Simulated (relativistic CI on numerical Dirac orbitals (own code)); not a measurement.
**Hyperfine structure of Pd16+, mass number 105**

Calculated at this level of theory: Dirac-Coulomb-Breit CI, orbitals from a KLI potential per configuration, model QED (radiative potential, 1s self-energy scaled to tabulated hydrogen-like ionisation energies), unscaled Slater integrals (own radial code, finite nucleus).

CI space (outside the closed core [Ar] 3d10): 4s², 4s4p, 4p², 4s4d, 4d², 4s4f, 4p4d, 4f², 4p4f, 4s5s, 4d4f, 4s5p, 4s5d, 4s5f, 4s5g, 4s6s. Levels of other configurations are missing.

Nuclear spin I = 5/2, μ = -0.642 μN, Q = 0.66 b (tables of Stone and Pyykkö). The electronic factors are computed for point nuclear moments, without core polarisation or the Bohr-Weisskopf and QED corrections.

```json
{"Level": "4s4p ³P°1", "E (eV)": "32.910", "A (MHz)": "-19870", "B (MHz)": "-4290"}
{"Level": "4s4p ³P°2", "E (eV)": "38.132", "A (MHz)": "-11180", "B (MHz)": "9120"}
{"Level": "4s4p ¹P°1", "E (eV)": "48.184", "A (MHz)": "2257", "B (MHz)": "8590"}
{"Level": "4p² ³P1", "E (eV)": "78.254", "A (MHz)": "497.8", "B (MHz)": "4550"}
{"Level": "4p² ¹D2", "E (eV)": "78.538", "A (MHz)": "-3980", "B (MHz)": "7820"}
{"Level": "4p² ³P2", "E (eV)": "84.907", "A (MHz)": "-1797", "B (MHz)": "-557"}
{"Level": "4s4d ³D1", "E (eV)": "101.432", "A (MHz)": "8794", "B (MHz)": "653"}
{"Level": "4s4d ³D2", "E (eV)": "101.868", "A (MHz)": "-4727", "B (MHz)": "948"}
```

Levels with J = 0, under 50 % of one LS term, or S terms without an open s electron are left out. Small factors come from cancelling terms and can be off by tens of per cent or more.

At this charge energies of transitions that change n are usually good to better than 1 %, and those within a shell (Δn = 0) to a few per cent.

Problem. Give the hyperfine levels of 4s4p ³P°1 relative to its centre of gravity.

Solution. With K = F(F + 1) − I(I + 1) − J(J + 1), E = AK/2 + B[¾K(K + 1) − I(I + 1)J(J + 1)]/[2I(2I − 1)J(2J − 1)]: F = 3/2: 66530, F = 5/2: 23300, F = 7/2: -50740 MHz.

LS names give the leading component of a level, which can be under half, so a name can repeat, a term be missing and a line seem to break the LS rules.
